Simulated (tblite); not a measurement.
Compound: C₅H₈FNSi₂.
Numbering: `[N:1]#[C:2][C@H:3]1[SiH2:4][CH2:5][SiH2:6]/[C:7]1=[CH:8]\[F:9]` (hydrogens: H10 on C3; H11, H12 on Si4; H13, H14 on C5; H15, H16 on Si6; H17 on C8)

Computed with GFN2-xTB (tblite), gas phase: L-BFGS steps from a force-field or distance-geometry start until the largest atomic force falls under 0.01 eV/Å.

The end geometry, which sets the zero of energy:
```
atom  x, y, z in Å
N1     -0.4703    0.1373    3.0654
C2     -0.2398   -0.3664    2.0631
C3      0.0188   -0.9671    0.7909
Si4    -1.6107   -0.8630   -0.2486
C5     -1.4435    0.9216   -0.8735
Si6     0.4169    1.3762   -0.8337
C7      1.0637   -0.1536    0.0773
C8      2.3288   -0.5344    0.0695
F9      3.2688    0.1823   -0.5811
H10     0.3535   -1.9936    0.9619
H11    -2.7677   -1.1221    0.6074
H12    -1.4950   -1.8640   -1.3138
H13    -1.8671    1.0483   -1.8662
H14    -1.9977    1.5947   -0.2214
H15     0.6813    2.5967   -0.0716
H16     0.9965    1.4307   -2.1760
H17     2.7563   -1.4114    0.5405
```

Question: These geometries come from the run, each turned onto the end geometry. Order them by energy, lowest first.
A.
```
atom  x, y, z in Å
N1     -0.4565    0.2249    3.1013
C2     -0.2306   -0.3010    2.1105
C3      0.0242   -0.9309    0.8530
Si4    -1.5947   -0.8601   -0.2102
C5     -1.4177    0.8852   -0.9376
Si6     0.4084    1.4253   -0.7302
C7      1.0637   -0.1525    0.0938
C8      2.3000   -0.5972   -0.0426
F9      3.2111    0.0960   -0.7602
H10     0.3465   -1.9575    1.0390
H11    -2.7759   -1.1015    0.6196
H12    -1.4441   -1.8900   -1.2457
H13    -1.7150    0.8975   -1.9829
H14    -2.0753    1.5846   -0.4275
H15     0.5559    2.5742    0.1666
H16     1.0701    1.6257   -2.0171
H17     2.7228   -1.5105    0.3603
```
B.
```
atom  x, y, z in Å
N1     -0.6244    0.4454    3.0383
C2     -0.2966   -0.1394    2.1078
C3      0.0561   -0.8660    0.9309
Si4    -1.4943   -0.9079   -0.2309
C5     -1.3851    0.8593   -0.9266
Si6     0.4091    1.4732   -0.6326
C7      1.0792   -0.1318    0.1196
C8      2.2288   -0.7066   -0.1847
F9      3.1291   -0.1073   -0.9912
H10     0.4033   -1.8579    1.2306
H11    -2.6970   -1.2061    0.5438
H12    -1.2104   -1.9399   -1.2357
H13    -1.6580    0.9058   -1.9775
H14    -2.0907    1.5078   -0.4119
H15     0.4590    2.5634    0.3440
H16     1.1055    1.7984   -1.8740
H17     2.5793   -1.6783    0.1401
```
C.
```
atom  x, y, z in Å
N1     -0.6088    0.7656    2.8005
C2     -0.3153   -0.0012    2.0022
C3      0.0610   -0.8843    0.9369
Si4    -1.4929   -0.9393   -0.2362
C5     -1.3839    0.8364   -0.9032
Si6     0.4037    1.4580   -0.5477
C7      1.0864   -0.1904    0.0902
C8      2.2314   -0.7702   -0.2258
F9      3.1151   -0.1682   -1.0506
H10     0.4066   -1.8498    1.3175
H11    -2.6902   -1.3265    0.5113
H12    -1.1901   -1.9546   -1.2436
H13    -1.6395    0.8941   -1.9635
H14    -2.1098    1.4651   -0.3913
H15     0.4421    2.4435    0.5243
H16     1.0899    1.9862   -1.7131
H17     2.5871   -1.7521    0.0820
```
D.
```
atom  x, y, z in Å
N1     -0.3981    0.1418    3.1000
C2     -0.2044   -0.3555    2.0868
C3      0.0203   -0.9552    0.8077
Si4    -1.6172   -0.8530   -0.2191
C5     -1.4310    0.8945   -0.9439
Si6     0.4087    1.4095   -0.7725
C7      1.0592   -0.1514    0.0774
C8      2.3138   -0.5597    0.0184
F9      3.2467    0.1531   -0.6459
H10     0.3498   -1.9842    0.9734
H11    -2.7693   -1.0475    0.6602
H12    -1.5426   -1.9107   -1.2335
H13    -1.7569    0.9272   -1.9813
H14    -2.0651    1.6013   -0.4115
H15     0.5809    2.5772    0.0926
H16     1.0604    1.5831   -2.0695
H17     2.7376   -1.4584    0.4506
```
E.
```
atom  x, y, z in Å
N1     -0.5199    0.2944    3.0858
C2     -0.2602   -0.2468    2.1098
C3      0.0327   -0.9159    0.8842
Si4    -1.5587   -0.8722   -0.2178
C5     -1.4109    0.8846   -0.9267
Si6     0.4087    1.4393   -0.6904
C7      1.0655   -0.1490    0.1124
C8      2.2723   -0.6442   -0.0994
F9      3.1733    0.0155   -0.8579
H10     0.3672   -1.9262    1.1348
H11    -2.7517   -1.1324    0.5855
H12    -1.3390   -1.8942   -1.2500
H13    -1.6856    0.8808   -1.9783
H14    -2.0924    1.5725   -0.4284
H15     0.5180    2.5827    0.2167
H16     1.0817    1.6938   -1.9620
H17     2.6917   -1.5704    0.2719
```

Answer: D (0.003 eV), A (0.009 eV), E (0.019 eV), B (0.036 eV), C (0.101 eV).

In the order of the answer:

```
step  E above end (eV)  largest force (eV/Å)  rms force component (eV/Å)  rms distance from end (Å)  rms bond change (Å)  bond most changed (Å)
  62             0.003                  0.04                       0.011                      0.113                0.001          Si4–C5 +0.003
  50             0.009                  0.16                       0.041                      0.156                0.001          C3–Si4 +0.002
  43             0.019                  0.18                       0.044                      0.213                0.002           C3–C7 -0.004
  34             0.036                  0.19                       0.043                      0.318                0.002           C3–C7 -0.006
  13             0.101                  0.36                       0.090                      0.425                0.006          C3–Si4 +0.012
```

The cost below is that of the whole relaxation. Time: 1.8 s wall. Hardware: an Arm Neoverse N1 with one thread (shared host).
